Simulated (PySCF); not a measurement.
isopropylamine (C$_{3}$H$_{9}$N), singlet, at a GFN2-xTB geometry; PBE/6-31G (PySCF).

The PySCF input:
```python
from pyscf import gto, scf, dft

mol = gto.Mole()
mol.atom = '''
    C    -0.550747    1.208348    0.557764
    C    -0.020673    0.106768   -0.356475
    C     1.417966   -0.252719    0.005990
    N    -0.851409   -1.078139   -0.182948
    H     0.077072    2.092907    0.490693
    H    -0.559445    0.854269    1.584957
    H    -1.566069    1.481641    0.278042
    H    -0.035839    0.480381   -1.399895
    H     1.801680   -1.017713   -0.665842
    H     1.450773   -0.637602    1.021550
    H     2.057879    0.622864   -0.064471
    H    -0.530063   -1.829027   -0.784158
    H    -1.815395   -0.875126   -0.423915
'''
mol.basis = '6-31g'
mol.charge = 0
mol.spin = 0
mol.verbose = 4
mol.build()

mf = dft.RKS(mol)
mf.xc = 'pbe'
mf.kernel()
mf.analyze()
```

Write the output that PySCF gives for this input, abridged.


```
PySCF version 2.14.0

[INPUT] verbose = 4
[INPUT] num. atoms = 13
[INPUT] num. electrons = 34
[INPUT] charge = 0
[INPUT] spin (= nelec alpha-beta = 2S) = 0
[INPUT] symmetry False subgroup None
[INPUT] Mole.unit = angstrom
[INPUT] Symbol           X                Y                Z      unit          X                Y                Z       unit  Magmom
[...]
nuclear repulsion = 136.094822456179
number of shells = 38
number of NR pGTOs = 124
number of NR cGTOs = 54
basis = 6-31g
ecp = {}

******** <class 'pyscf.dft.rks.RKS'> ********
method = RKS
initial guess = minao
damping factor = 0
level_shift factor = 0
DIIS = <class 'pyscf.scf.diis.CDIIS'>
diis_start_cycle = 1
diis_space = 8
diis_damp = 0
SCF conv_tol = 1e-09
SCF conv_tol_grad = None
SCF max_cycles = 50
direct_scf = True
direct_scf_tol = 1e-13
XC library pyscf.dft.libxc version 7.1.2
    S. Lehtola, C. Steigemann, M. J. T. Oliveira, and M. A. L. Marques,  SoftwareX 7, 1–5 (2018)
XC functionals = pbe
    J. P. Perdew, K. Burke, and M. Ernzerhof,  Phys. Rev. Lett. 77, 3865 (1996)
    J. P. Perdew, K. Burke, and M. Ernzerhof,  Phys. Rev. Lett. 78, 1396 (1997)
    J. P. Perdew, K. Burke, and M. Ernzerhof,  Phys. Rev. Lett. 77, 3865 (1996)
    J. P. Perdew, K. Burke, and M. Ernzerhof,  Phys. Rev. Lett. 78, 1396 (1997)
radial grids:
    Treutler-Ahlrichs [JCP 102, 346 (1995); DOI:10.1063/1.469408] (M4) radial grids

becke partition: Becke, JCP 88, 2547 (1988); DOI:10.1063/1.454033
pruning grids: <function nwchem_prune>
grids dens level: 3
symmetrized grids: False
atomic radii adjust function: <function treutler_atomic_radii_adjust>
small_rho_cutoff = 0
Set gradient conv threshold to 3.16228e-05
Initial guess from minao.
tot grids = 144528
init E= -174.261952673024
[...]
cycle= 1 E= -174.096909995896  delta_E= 0.165  |g|= 0.596  |ddm|= 2.98
[...]
cycle= 2 E= -173.9640449656  delta_E= 0.133  |g|= 0.933  |ddm|= 1.79
[...]
cycle= 3 E= -174.191498890701  delta_E= -0.227  |g|= 0.0626  |ddm|= 1.15
[...]
cycle= 4 E= -174.192261092754  delta_E= -0.000762  |g|= 0.0285  |ddm|=  0.1
[...]
cycle= 5 E= -174.192452115777  delta_E= -0.000191  |g|= 0.00233  |ddm|= 0.0304
[...]
cycle= 6 E= -174.192453264135  delta_E= -1.15e-06  |g|= 0.00151  |ddm|= 0.00505
[...]
cycle= 7 E= -174.192453823405  delta_E= -5.59e-07  |g|= 0.000172  |ddm|= 0.0015
[...]
cycle= 8 E= -174.192453833364  delta_E= -9.96e-09  |g|= 2.68e-05  |ddm|= 0.000363
[...]
cycle= 9 E= -174.192453833592  delta_E= -2.29e-10  |g|= 2.35e-06  |ddm|= 4.67e-05
[...]
Extra cycle  E= -174.192453833592  delta_E= 3.41e-13  |g|= 3.01e-06  |ddm|= 1.08e-05
converged SCF energy = -174.192453833592
**** SCF Summaries ****
Total Energy =                        -174.192453833592026
Nuclear Repulsion Energy =             136.094822456179372
One-electron Energy =                 -503.358130857433821
Two-electron Energy =                  193.070854567662423
Two-electron Coulomb Energy =          219.424915503056781
DFT Exchange-Correlation Energy =      -26.354060935394351
HOMO-LUMO gap [eV] =                     6.048332044536108
**** MO energy ****
[...]
 ** Mulliken pop on meta-lowdin orthogonal AOs  **
 ** Mulliken pop  **
 ** Mulliken atomic charges  **
charge of    0C =     -0.33686
charge of    1C =      0.02252
charge of    2C =     -0.33687
charge of    3N =     -0.47293
charge of    4H =      0.10912
charge of    5H =      0.11712
charge of    6H =      0.10356
charge of    7H =      0.07084
charge of    8H =      0.10356
charge of    9H =      0.11712
charge of   10H =      0.10912
charge of   11H =      0.19684
charge of   12H =      0.19684
Dipole moment(X, Y, Z, Debye): -0.22032,  0.24538, -1.43582
```
